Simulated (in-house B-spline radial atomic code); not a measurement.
PBE hybrid excitations of As3+

Method: PBE hybrid with 0.7 exact exchange. Computed with a B-spline radial code for spherical atoms: linear response of the closed shell [Ar] 3d10 4s2 with the functional's adiabatic kernel; scalar-relativistic (spin-free one-electron X2C), finite nucleus, no spin-orbit coupling, no double excitations, S, P, D and F terms only; shells from n = 2 respond. Only terms of natural parity with L up to 3 were computed.

Command:
```bash
python run_td.py task.json out
```
Settings (radii: box in bohr, nucleus in fm):
```
Z                        33
electrons                30
configuration            [Ar] 3d10 4s2
hamiltonian              x2c
method                   pbeh
box_radius               23.08
exact_exchange_fraction  0.7
rms_radius               4.0968
intervals                72
```

Run time, properties included: 1.3 s on 1 thread of Intel(R) Xeon(R) Platinum 8488C (Sapphire Rapids), on a shared host.

The lowest states, in the order of their Tamm-Dancoff energies; the method's threshold (minus the highest occupied level) is 47.64 eV. Labels give the largest channel, * marks a mixed state, and oscillator strengths are full-response dipole values. Semilocal kernels can invert the small singlet-triplet splittings of Rydberg terms. Energies in eV:

```tsv
state	full response	Tamm-Dancoff	oscillator strength
4s → 4p 3P	8.668	9.028	-
4s → 4p 1P	13.376	13.805	1.66
4s → 4d 3D	25.331	25.352	-
4s → 4d 1D	26.362	26.382	-
4s → 5s 3S	26.738	26.749	-
4s → 5s 1S	27.584	27.611	-
4s → 5p 3P	30.54	30.56	-
4s → 5p 1P	30.95	30.99	0.0213
4s → 4f 3F	?	?	-
4s → 4f 1F	?	?	-
4s → 5d 3D	35.78	35.78	-
4s → 5d 1D	36.04	36.04	-
4s → 6s 3S	36.14	36.15	-
4s → 6s 1S	36.37	36.38	-
4s → 6p 3P	37.75	37.76	-
4s → 6p 1P	37.88	37.89	0.0154
```

Problem. Where does 4s → 4f 1F lie?

Solution. At 35.09 eV in full response, 35.09 eV in Tamm-Dancoff.

Problem. Where does 4s → 4f 3F lie?

Solution. At 34.96 eV in full response, 34.96 eV in Tamm-Dancoff.

Problem. How large is the singlet-triplet splitting of 4s → 4p (P terms) in Tamm-Dancoff?

Solution. 4.78 eV, from the unrounded values.

Problem. What polarisabilities and dispersion coefficient does the method give?

Solution. Dipole 7.543 bohr³, quadrupole 14.98 bohr⁵, C6 24.39 hartree·bohr⁶ for two such species.
